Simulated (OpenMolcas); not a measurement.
## Lines of Xe2+: computed and rescaled rates

```
Program             : OpenMolcas 26.06
Method              : RASSCF
Basis               : ANO-RCC [10s9p8d5f3g]
Scalar Hamiltonian  : DKH2, point nucleus
Active space        : 6 electrons in 9 orbitals (RAS2 5s 5p; RAS3 5d, at most 2 electrons)
State averaging     : 2S+1 = 3 even, 3 roots; 2S+1 = 1 even, 7 roots; 2S+1 = 3 odd, 3 roots; 2S+1 = 1 odd, 3 roots
Spin-orbit coupling : RASSI with atomic mean-field integrals over the reference wave functions, term energies averaged over their components
```

Rates come from the transition moments of the reference wave functions (E1 and E2 in the length form). At fixed line strength A goes as λ^-3 for E1 and M1 and as λ^-5 for E2, so a rate at the computed wavelength can be rescaled to the measured one. Measured vacuum wavelengths follow from level energies in Saloman, J. Phys. Chem. Ref. Data 33, 765 (2004). Branching counts decays inside the model space alone, at computed energies, and the table is only a selection of the E2 and M1 lines, drawn from those between levels with measured partners whose computed energy lies within a factor of 1.5 of the measured one.

```
      Upper        Lower  Type  λ computed (nm)  λ measured (nm)  A computed (s-1)  A rescaled (s-1)  Branching %
5s2 5p4 3P0  5s2 5p4 3P2    E2             1271             1230          3.73e-02          4.39e-02        100.0
5s2 5p4 3P1  5s2 5p4 3P2    M1             1185             1021          1.25e+01          1.95e+01         99.7
5s2 5p4 1D2  5s2 5p4 3P1    M1             1013             1369          1.03e+00                            5.2
5s2 5p4 1S0  5s2 5p4 1D2    E2            580.6            526.2          5.29e+00          8.65e+00          3.2
5s2 5p4 1D2  5s2 5p4 3P2    M1            546.2            584.8          1.82e+01                           92.3
5s2 5p4 1D2  5s2 5p4 3P2    E2            546.2            584.8          4.86e-01                            2.5
5s2 5p4 1S0  5s2 5p4 3P1    M1            369.1            380.1          1.58e+02                           96.1
5s2 5p4 1S0  5s2 5p4 3P2    E2            281.4              277          1.19e+00                            0.7
```

Spin-changing lines and M1 lines between different terms are not rescaled, since their strength hangs on the term gaps too.

The largest correction is for 5s2 5p4 1S0 → 5s2 5p4 1D2 (E2): 5.29e+00 × (580.6 / 526.2)^5 = 8.65e+00 s-1, a factor of 1.64.

The computed rate and branching of 5s2 5p4 3P0 → 5s2 5p4 3P2 give the upper level a radiative lifetime of 1.000 / 3.73e-02 s-1 = 2.68e+01 s, counting decays inside the model space alone. The rescaled rate gives about 2.3e+01 s.

No measured rate stands beside these. Rescaling mends the energy factor alone: line strengths can still be far off where a level mixes with configurations outside the active space, and weak or spin-changing lines hang on small mixing coefficients that depend on the term gaps too, so rescaling need not improve them.

The run also gave levels led by 5s 5p4 5d, 5s2 5p3 5d, which use shells meant for correlation; these and all levels above them are left out. Measured partners are found by configuration, term and J. A level has none where our copy of the source lacks it or the pairing is in doubt (some pairs that miss far off the trend of their configuration count as doubtful). Only configurations of the active space appear.
